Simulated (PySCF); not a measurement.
Sb(H)(SiH3)2 (H7SbSi2), SMILES [SiH3][SbH][SiH3].

Geometry optimised at r2SCAN-D4/def2-SVP. The def2 effective core potentials stand for the cores of Sb; spin–orbit coupling is left out.

Level of theory: CAM-B3LYP/def2-TZVP (PySCF).

The molecule is in vacuum.

Computed frontier levels, gap, dipole moment and polarisability:
```json
{
 "highest_occupied_level": "-8.32 eV",
 "lowest_empty_level": "0.29 eV",
 "orbital_gap": "8.61 eV",
 "dipole_moment": "0.14 D",
 "quadrupole, principal values (traceless, Buckingham form, about the centre of nuclear charge)": "-1.15, 0.18, 0.97 D·Å",
 "mean_static_polarisability": "105.2 bohr³ (15.59 Å³)",
 "polarisability_principal_values": "84.7, 106.8, 124.2 bohr³"
}
```
